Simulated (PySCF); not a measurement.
Property card for `O=C(O)C12C[C](C1)C2` [radical]

Species: C6H7O2 (doublet state).
Cartesian coordinates in Å at the GFN2-xTB level; atoms count from 1:
```
atom  x, y, z in Å
O1     1.749   -1.563    0.901
C2     1.429   -0.516    0.411
O3     2.296    0.458    0.117
C4     0.028   -0.123    0.053
C5    -0.716    1.097    0.634
C6    -1.616    0.379   -0.381
C7    -1.232   -0.980    0.227
C8    -0.437    0.283   -1.360
H9     3.200    0.193    0.355
H10   -0.996    1.036    1.681
H11   -0.333    2.075    0.363
H12   -1.320   -1.855   -0.407
H13   -1.551   -1.181    1.244
H14   -0.468   -0.506   -2.104
H15   -0.038    1.211   -1.757
```

GFN2-xTB geometry:

* Point group of the GFN2-xTB geometry: Cs
* Rotational constants A, B, C of the GFN2-xTB geometry: 4.084, 1.805, 1.573 GHz

From UKS B3LYP, pcH-1 on C H O, non-relativistic, mean-field spin-orbit, GIAO (PySCF):

* Isotropic g value: 2.00271
* Principal g values: 2.00207, 2.00299, 2.00308
* Spin squared ⟨S²⟩: 0.752
* Largest Mulliken spin population: 0.80 on C6
* Largest isotropic hyperfine couplings (means over sets of like nuclei): 13C +342.7 (C6), 13C +123.4 (C2), 13C +87.7 (C4), 13C +9.8 (C5/C7/C8), 17O -8.9 (O3) MHz

Monoisotopic mass (most abundant isotopes): 111.0446 u.

⟨S²⟩ is 0.002 above the pure-spin value S(S + 1) = 0.75. At 9.50 GHz, hν = g·μB·B₀ (B₀ the magnetic field) puts the centre of the isotropic spectrum, to first order, at 338.9 mT. The rotational constants make it an asymmetric top with κ = (2B − A − C)/(A − C) = -0.81, nearer the prolate limit (−1). g_iso is shifted by about +390 ppm from the free-electron value 2.002319; the principal values span 0.0010. With B = h/(8π²I), that is 505.379 GHz u Å² over I, the principal moments of inertia are 123.7, 279.9 and 321.3 u Å² (most abundant isotopes); the inertial defect Ic − Ia − Ib is -82.3 u Å² (zero for a rigid planar frame, negative otherwise).

Geometry: GFN2-xTB, one conformer, isolated molecule. Hyperfine couplings depend on the geometry, which wasn't re-optimised at a DFT level. Couplings of like nuclei are plain means over topologically equivalent atoms, as if these changed places fast (by rotation of a methyl-like group, say); in this geometry the members of some sets differ.
